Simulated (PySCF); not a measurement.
SMILES OB(O)O[SiH2]O[Si](F)(F)F (CAM-B3LYP/def2-SVP optimised geometry):

```
14

Si     0.328    -1.580     0.000
F     -0.155    -2.355    -1.304
F     -0.160    -2.411     1.267
F      1.920    -1.580     0.000
O     -0.269    -0.092     0.000
Si    -0.476     1.399     0.698
O      0.395     1.378     2.099
B      0.640     2.299     3.072
O      0.069     3.534     2.925
O      1.429     1.920     4.110
H     -1.920     1.570     0.972
H      0.047     2.411    -0.244
H      0.246     4.180     3.615
H      1.592     2.584     4.786
```

Method: CAM-B3LYP/def2-TZVP in PySCF 2.14.0.

**Question.** What are the frontier orbital energies and the dipole moment?

**Answer.** HOMO-2 -11.72 eV, HOMO-1 -11.39 eV, HOMO -10.53 eV, LUMO 0.55 eV, LUMO+1 1.33 eV; dipole moment 5.35 D.

On the same geometry PBE/def2-TZVP run with PySCF gives HOMO-2 -8.48 eV, HOMO-1 -8.08 eV, HOMO -7.60 eV, LUMO -1.03 eV, LUMO+1 -0.54 eV; dipole moment 5.10 D.

Meta-Löwdin charges at CAM-B3LYP/def2-TZVP: Si1 1.82, F2 -0.49, F3 -0.49, F4 -0.49, O5 -0.84, Si6 1.14, O7 -0.63, B8 0.59, O9 -0.55, O10 -0.53, H11 -0.13, H12 -0.13, H13 0.35, H14 0.35.
